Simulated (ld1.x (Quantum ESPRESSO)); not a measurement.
Ranking TM semilocal potentials for arsenic (As)

All share these settings but for the change named:

ld1.x (Quantum ESPRESSO) 7.5 input, shortened:

```
&input
   title='As', zed=33., rel=1, dft='PZ', iswitch=3,
   config='[Ar] 3d10 4s2 4p2.5'
 /
 &inputp
   pseudotype=1, tm=.true., lloc=0,
   nlcc=.true., rcore=1.40
 /
2
4P  2  1   2.50   0.00  2.05  2.05  0.0
4S  1  0   2.00   0.00  1.60  1.60  0.0
 &test
   configts(1)='4s2 4p2.5'
 /
```

Test errors are all-electron minus pseudo excitation energies from the reference, over 4s2 4p3; 4s2 4p2; 4s2 4p1; 4s2 4p3.3; 4s1 4p3; 4s0 4p5; 4s1 4p0. None of these files shows a bound ghost.

The base gives 283.6 meV.

Of 8 variants that were run, those that failed, showed a ghost or another fault, or gave nearly equal values are left out.

A variant can come out equal or close to the base, since the largest error may sit in a test that the change hardly touches while other tests move.

**Question.** Rank these variants by their largest absolute test error, smallest first.
A. wave 4p (bound): rc 2.05 bohr becomes 4p (bound): rc 1.42 bohr
B. wave 4p (bound): rc 2.05 bohr becomes 4p (bound): rc 2.60 bohr
C. wave 4p (bound): rc 2.05 bohr becomes 4p (bound): rc 3.06 bohr

**Answer.** A (294.0 meV), B (386.6 meV), C (489.5 meV).
